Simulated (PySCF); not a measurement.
## ZnN⁺: frontier orbitals

PBE at R = 1.989 Å; Zn x2c-SVPall, N x2c-SVPall; spin-free X2C with a Gaussian nucleus (PySCF 2.14). State: ³Σ⁻ (triplet), unpaired electrons π ↑↑. Only the outer orbitals are listed, counted within each symmetry.

```
spin  orbital  occ.  ε (eV)  on Zn (%)           main shells (%)
   α       3π     1  -19.94         99                   99 Zn d
   α       3π     1  -19.94         99                   99 Zn d
   α       8σ     1  -19.90         94                   94 Zn d
   α       1δ     1  -19.85        100                  100 Zn d
   α       1δ     1  -19.85        100                  100 Zn d
   α       9σ     1  -15.44         39           57 N p, 34 Zn s
   α       4π     1  -14.76          5                    95 N p
   α       4π     1  -14.76          5                    95 N p
   α      10σ     0  -11.91         77  63 Zn s, 23 N p, 13 Zn p
   α       5π     0   -6.57         97                   97 Zn p
   α       5π     0   -6.57         97                   97 Zn p
   β       7σ     1  -23.38         21           76 N s, 11 Zn d
   β       3π     1  -19.94        100                  100 Zn d
   β       3π     1  -19.94        100                  100 Zn d
   β       1δ     1  -19.89        100                  100 Zn d
   β       1δ     1  -19.89        100                  100 Zn d
   β       8σ     1  -19.70         90           88 Zn d, 10 N s
   β       9σ     1  -14.41         60           60 Zn s, 32 N p
   β      10σ     0  -11.44         55  44 N p, 33 Zn s, 22 Zn p
   β       4π     0  -11.08         13           86 N p, 11 Zn p
   β       4π     0  -11.08         13           86 N p, 11 Zn p
```

Which are the highest filled and the lowest empty level, where do they sit, and how wide is the gap?

Highest filled β 9σ at -14.41 eV (in %: 60 Zn s, 32 N p); lowest empty α 10σ at -11.91 eV (in %: 63 Zn s, 23 N p, 13 Zn p); the gap at PBE is 2.50 eV.

* bond order (Mayer): 1.22
* ⟨S²⟩: 2.091
* charge on Zn (Mulliken, basis-dependent): 0.80
* charge on Zn (Löwdin, basis-dependent): 0.77
* dipole moment (positive dipole points towards N; it is taken about the centre of mass and depends on that origin): -2.02 D
* polarisability along the bond: 42.2 bohr³
* polarisability across the bond: 15.6 bohr³

The state was picked by a PBE0 search and need not be the measured ground state.
